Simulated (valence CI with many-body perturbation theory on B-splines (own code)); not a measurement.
E1 transitions of Re⁴³⁺

Method: relativistic CI+MBPT: four valence electrons over a frozen Dirac-Fock core [Ar] 3d10, a basis of 11 s, 11 p, 10 d, 8 f, 5 g, 2 h functions for each j, with the one-electron correlation potential Σ1, the two-electron term Σ2, the three-electron term Σ3, Breit, model QED; selected CI, second order for the rest, scaled by the run's own slope (own B-spline code, finite nucleus).

The last digits are not significant, and no measured levels were compared; by estimate large intervals hold to a few tenths of a per cent, small ones and those within an open d or f shell to about a per cent. Among the levels kept, up to 430 cm⁻¹ of a level comes from second order outside the variational space, and about a tenth of that is noise between levels of different J, which matters for small intervals.

Lines 101 to 150 of 551 in falling wavelength, among levels below 5541.9 × 10³ cm⁻¹, chosen from the strongest by gf and those to the six lowest levels. Wavelengths and rates use the calculated energies. Electric multipoles are in the length gauge with retardation, E1 and E2 with the static RPA response of the core. Weak lines are less certain than strong ones. Lines between different terms over intervals too small for the method are left out, as are lines whose strength nearly cancels. Where a level lies close to another of its J and parity, the split of strength between their lines is uncertain. The highest levels of a list are the least certain.

Levels are named by their leading jj configuration (3d3/2^4 stands for four electrons in 3d with j = 3/2), which in mixed levels can hold well under half, so a name can repeat and another be missing. Letters in brackets count levels of one name in rising energy.

```
λ vac (nm)                           Upper                           Lower   A (s⁻¹)  S (a.u.)
     6.785          (4s 4p1/2^2 4f7/2) J=4          (4s 4p1/2^2 4d5/2) J=3  1.26e+11  1.74e-01
     6.782      (4s 4p1/2 4d5/2^2) J=1 [b]  (4s 4p1/2 4p3/2 4d5/2) J=1 [b]  2.63e+11  1.22e-01
     6.779  (4s 4p1/2 4p3/2 4f7/2) J=2 [c]  (4s 4p1/2 4p3/2 4d5/2) J=1 [a]  2.18e+11  1.68e-01
     6.778          (4s^2 4p1/2 4d5/2) J=2          (4s^2 4p1/2 4p3/2) J=1  7.43e+10  5.71e-02
     6.773          (4s^2 4p3/2 4f7/2) J=3          (4s^2 4p3/2 4d5/2) J=2  3.73e+10  4.01e-02
     6.767  (4s 4p1/2 4d3/2 4d5/2) J=3 [c]  (4s 4p1/2 4p3/2 4d3/2) J=2 [c]  9.57e+10  1.02e-01
     6.758          (4s^2 4p1/2 4f7/2) J=4          (4s^2 4p1/2 4d5/2) J=3  1.24e+11  1.69e-01
     6.753          (4s 4p3/2^2 4d3/2) J=4          (4s^2 4p3/2 4d5/2) J=3  3.21e+10  4.40e-02
     6.745  (4s 4p1/2 4d3/2 4d5/2) J=4 [c]  (4s 4p1/2 4p3/2 4d5/2) J=4 [a]  4.36e+10  5.95e-02
     6.742  (4s 4p1/2 4d3/2 4d5/2) J=3 [a]  (4s 4p1/2 4p3/2 4d3/2) J=3 [a]  5.31e+10  5.62e-02
     6.741          (4s^2 4p3/2 4f7/2) J=5          (4s^2 4p3/2 4d5/2) J=4  4.79e+10  7.96e-02
     6.741  (4s 4p1/2 4p3/2 4d5/2) J=2 [b]          (4s 4p1/2 4p3/2^2) J=3  5.45e+10  4.12e-02
     6.717  (4s 4p1/2 4p3/2 4f7/2) J=2 [b]  (4s 4p1/2 4p3/2 4d5/2) J=2 [b]  1.39e+11  1.04e-01
     6.714       (4p1/2^2 4p3/2 4d5/2) J=1           (4p1/2^2 4p3/2^2) J=0  2.49e+11  1.12e-01
     6.706  (4s 4p1/2 4d3/2 4d5/2) J=4 [a]  (4s 4p1/2 4p3/2 4d3/2) J=3 [a]  1.04e+11  1.39e-01
     6.703      (4s 4p1/2 4p3/2 4f7/2) J=1  (4s 4p1/2 4p3/2 4d3/2) J=1 [e]  1.01e+11  4.50e-02
     6.702      (4s 4p1/2 4d3/2 4d5/2) J=5      (4s 4p1/2 4p3/2 4d3/2) J=4  7.01e+10  1.15e-01
     6.701  (4s 4p1/2 4p3/2 4d5/2) J=3 [b]          (4s 4p1/2 4p3/2^2) J=3  3.76e+10  3.91e-02
     6.697  (4s 4p1/2 4p3/2 4d5/2) J=3 [a]      (4s 4p1/2 4p3/2^2) J=2 [a]  4.59e+10  4.76e-02
     6.691  (4s 4p1/2 4p3/2 4f7/2) J=5 [b]      (4s 4p1/2 4p3/2 4d5/2) J=5  6.32e+10  1.03e-01
     6.690      (4s 4p1/2 4d3/2^2) J=2 [b]  (4s 4p1/2 4p3/2 4d3/2) J=1 [a]  6.10e+10  4.50e-02
     6.688      (4s 4p1/2 4p3/2 4d5/2) J=0      (4s 4p1/2 4p3/2^2) J=1 [b]  3.34e+11  4.92e-02
     6.686  (4s 4p1/2 4p3/2 4f7/2) J=2 [a]  (4s 4p1/2 4p3/2 4d5/2) J=2 [a]  1.94e+11  1.43e-01
     6.684  (4s 4p1/2 4p3/2 4f7/2) J=5 [c]  (4s 4p1/2 4p3/2 4d5/2) J=4 [b]  1.14e+11  1.85e-01
     6.684  (4s 4p1/2 4d3/2 4d5/2) J=3 [a]  (4s 4p1/2 4p3/2 4d3/2) J=2 [a]  1.12e+11  1.15e-01
     6.681          (4s 4p1/2 4d5/2^2) J=3  (4s 4p1/2 4p3/2 4d5/2) J=2 [b]  5.40e+10  5.56e-02
     6.659          (4s 4p1/2^2 4d5/2) J=3          (4s 4p1/2^2 4p3/2) J=2  2.33e+11  2.37e-01
     6.654  (4s 4p1/2 4p3/2 4d5/2) J=4 [b]          (4s 4p1/2 4p3/2^2) J=3  8.71e+10  1.14e-01
     6.650  (4s 4p1/2 4d3/2 4d5/2) J=2 [c]  (4s 4p1/2 4p3/2 4d3/2) J=1 [b]  1.21e+11  8.77e-02
     6.649          (4s 4p1/2 4d5/2^2) J=5      (4s 4p1/2 4p3/2 4d5/2) J=5  9.65e+10  1.54e-01
     6.640  (4s 4p1/2 4p3/2 4f7/2) J=4 [a]  (4s 4p1/2 4p3/2 4d5/2) J=4 [a]  7.01e+10  9.11e-02
     6.639  (4s 4p1/2 4d3/2 4d5/2) J=4 [b]      (4s 4p1/2 4p3/2 4d3/2) J=4  5.75e+10  7.47e-02
     6.638  (4s 4p1/2 4p3/2 4d5/2) J=2 [c]      (4s 4p1/2 4p3/2^2) J=2 [b]  6.78e+10  4.89e-02
     6.636      (4s 4p3/2^2 4d5/2) J=1 [b]                (4s 4p3/2^3) J=1  3.55e+11  1.54e-01
     6.619      (4s^2 4p1/2 4f7/2) J=3 [b]          (4s^2 4p1/2 4d5/2) J=2  1.59e+11  1.60e-01
     6.607  (4s 4p1/2 4d3/2 4d5/2) J=4 [b]          (4s^2 4p1/2 4f5/2) J=3  5.70e+10  7.30e-02
     6.605      (4s 4p1/2 4p3/2 4f7/2) J=6      (4s 4p1/2 4p3/2 4d5/2) J=5  2.03e+11  3.74e-01
     6.592       (4p1/2^2 4p3/2 4d3/2) J=3          (4s 4p1/2^2 4d5/2) J=2  7.18e+10  7.11e-02
     6.590          (4s^2 4p3/2 4d5/2) J=1              (4s^2 4p3/2^2) J=0  2.82e+11  1.20e-01
     6.586  (4s 4p1/2 4p3/2 4f5/2) J=3 [d]  (4s 4p1/2 4p3/2 4d5/2) J=3 [a]  1.07e+11  1.06e-01
     6.586  (4s 4p1/2 4p3/2 4d5/2) J=1 [b]      (4s 4p1/2 4p3/2^2) J=1 [a]  3.70e+11  1.56e-01
     6.575          (4s 4p1/2 4d5/2^2) J=2  (4s 4p1/2 4p3/2 4d3/2) J=1 [d]  1.02e+11  7.12e-02
     6.572      (4s 4p3/2^2 4d3/2) J=2 [c]          (4s^2 4p3/2 4d5/2) J=1  1.58e+11  1.10e-01
     6.571  (4s 4p1/2 4d3/2 4d5/2) J=2 [a]  (4s 4p1/2 4p3/2 4d3/2) J=2 [a]  8.14e+10  5.70e-02
     6.564       (4p1/2^2 4p3/2 4d5/2) J=3           (4p1/2^2 4p3/2^2) J=2  5.37e+11  5.24e-01
     6.562  (4s 4p1/2 4p3/2 4d5/2) J=3 [d]      (4s 4p1/2 4p3/2^2) J=2 [b]  4.78e+11  4.67e-01
     6.561  (4s 4p1/2 4p3/2 4f7/2) J=4 [c]  (4s 4p1/2 4p3/2 4d5/2) J=3 [a]  1.74e+11  2.18e-01
     6.557  (4s 4p1/2 4d3/2 4d5/2) J=2 [a]  (4s 4p1/2 4p3/2 4d3/2) J=1 [a]  7.28e+10  5.07e-02
     6.557  (4s 4p1/2 4p3/2 4f7/2) J=2 [b]  (4s 4p1/2 4p3/2 4d5/2) J=3 [a]  8.87e+10  6.17e-02
     6.556  (4s 4p1/2 4p3/2 4d5/2) J=1 [a]          (4s 4p1/2 4p3/2^2) J=0  2.68e+11  1.12e-01
```
